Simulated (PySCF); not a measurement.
Spinor energies of Lu(26+) (lutetium, charge +26)

Start: [Kr] 4d9; 4d3/2 filled at m_j = -3/2, -1/2, +1/2, +3/2; 4d5/2 filled at m_j = -3/2, -1/2, +1/2, +3/2, +5/2. Calculated with PySCF 2.14 in an even-tempered Gaussian basis (17 s from 2.1 bohr⁻², ratio 2.8; 14 p from 2.7 bohr⁻², ratio 2.8; 10 d from 2.7 bohr⁻², ratio 2.8; 3 f from 14 bohr⁻², ratio 3): generalised Hartree-Fock with the X2C-1e Hamiltonian and a Gaussian nucleus; spin-orbit coupling (SO) screened by Boettger's factors.

| spinor shell | electrons | ε, screened SO (eV) | weight of nominal j (screened SO) | rms radius, screened SO (bohr) |
| --- | --- | --- | --- | --- |
| 1s1/2 | 2 | -64500.9 | 1.000 | 0.0219 |
| 2s1/2 | 2 | -11840.4 | 1.000 | 0.0885 |
| 2p1/2 | 2 | -11320.1 | 1.000 | 0.0754 |
| 2p3/2 | 4 | -10197.5 | 1.000 | 0.0826 |
| 3s1/2 | 2 | -3416.7 | 1.000 | 0.227 |
| 3p1/2 | 2 | -3188.8 | 1.000 | 0.218 |
| 3p3/2 | 4 | -2942.7 | 1.000 | 0.232 |
| 3d3/2 | 4 | -2561.2 | 1.000 | 0.205 |
| 3d5/2 | 6 | -2507.0 | 1.000 | 0.209 |
| 4s1/2 | 2 | -1329.8 | 1.000 | 0.480 |
| 4p1/2 | 2 | -1233.0 | 0.999 | 0.483 |
| 4p3/2 | 4 | -1163.5 | 1.000 | 0.507 |
| 4d3/2 | 4 | -1002.3 | 0.991 | 0.509 |
| 4d5/2 | 5 | -988.08 | 0.993 | 0.517 |

| quantity | screened SO |
| --- | --- |
| E (hartree) | -14263.23713 |
| M_J | 5/2 |
| ⟨J²⟩ | 8.751 |
| ⟨L²⟩ | 6.069 |
| ⟨S²⟩ | 0.818 |

Each row is a mean over spinors that exchange with the open shell spreads, by up to 13.507 eV (4p3/2).

Breit and QED terms are absent; they matter most for the inner s and p1/2 levels.

Densities and radii are taken from the X2C orbitals without a picture-change correction, which distorts them close to the nucleus.
